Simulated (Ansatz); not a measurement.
Calculated with Ansatz (gas phase, PBE0-D4/def2-TZVP geometries, no zero-point term in ΔE). CCSD(T)/CBS adds triple-zeta CCSD(T) − MP2 to the extrapolated MP2 energy (def2 sets, frozen cores). This one scheme is used for every species, atoms too. Functionals use def2-TZVPP. B3LYP here is the variant with VWN-RPA as its local correlation; programs differ in this. No spin–orbit coupling; open shells (•) take unrestricted orbitals. Spin–orbit coupling would lower the free atoms: a little for B, F, O, Si. Each species was taken in one conformer, which may not be the lowest.

`NBO[SiH2]F` → B• + F• + 5 H• + N• + O• + Si•  (atomization)

`NBO[SiH2]F`:

Cartesian coordinates in Å:
```
N -1.609 0.040 1.429
B -0.426 -0.313 0.786
O -0.128 0.259 -0.431
Si 1.174 0.162 -1.398
F 2.155 1.379 -1.088
H -1.879 -0.345 2.315
H -2.257 0.708 1.046
H 0.317 -1.111 1.288
H 1.930 -1.087 -1.151
H 0.722 0.307 -2.796
```

```tsv
level	ΔE (kcal/mol)	difference from CCSD(T)/CBS
PBE-D4	951.7	8.3
r2SCAN-D4	942.5	-0.9
B3LYP-D4	943.3	-0.1
B2PLYP	935.9	-7.5
PBE	947.8	4.4
PBE0	930.9	-12.5
B3LYP	937.0	-6.4
MP2/def2-TZVPP	938.0	-5.4
SCS-MP2/def2-TZVPP	934.1	-9.3
CCSD/def2-TZVPP	904.3	-39.1
CCSD(T)/def2-TZVPP	916.5	-26.9
HF/def2-QZVPP	702.0	-241.4
MP2/def2-QZVPP	954.4	11.0
SCS-MP2/def2-QZVPP	952.4	9.0
HF/CBS(def2)	702.4	-241.0
CCSD/CBS(def2)	931.3	-12.1
CCSD(T)/CBS	943.4	0
```

Largest T1 diagnostic among the species: 0.014.

From PBE to PBE0 (25 % exact exchange), in def2-TZVPP and without D4, ΔE moves by −16.9 kcal/mol: exact exchange takes away binding that semilocal exchange gives to molecules. The D4 term adds +6.3 kcal/mol with B3LYP and +3.3 kcal/mol with PBE0; it sums over pairs of atoms, weighted by their polarisabilities, and B3LYP, whose exchange is more repulsive, gets the larger term. In def2-TZVPP, CCSD(T) changes the Hartree–Fock value by +217.1 kcal/mol (the triples alone add +12.1 kcal/mol) and MP2 by +238.7 kcal/mol; breaking electron pairs costs correlation energy, which Hartree–Fock lacks.

For atomizations the MP2-based limit and the directly extrapolated one differ by several kJ/mol either way, and by 10 to 25 for some Ge, Se and Sn compounds, so smaller differences from it don't rank the levels.
